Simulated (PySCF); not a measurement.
Coordinates in bohr (charge 0 multiplicity 1):
```
Sc    0.0000    0.0000    0.0000
F    -3.4434    0.0000    0.0000
F     1.7217   -2.9820    0.0000
F     1.7217    2.9820    0.0000
```

Computed with PySCF, PBE0, basis Sc def2-SVP, F def2-SVP (no relativity, density fitting).

This geometry of ScF₃ is a stationary point at this level.

(1) What is the point group?

(2) Is it a minimum?

(3) Which band is strongest in the infrared?

(4) What are the dipole moment and the gap between the highest occupied and lowest empty levels?

Answers

(1) D3h.

(2) Yes: all harmonic wavenumbers are real, though the softest, 50 cm⁻¹, leaves little margin.

(3) 775 cm⁻¹ (e'), 517 km/mol.

(4) 0.00 D and 8.51 eV.

Stability towards spin polarisation was not tested. This need not be the most stable arrangement of these atoms.
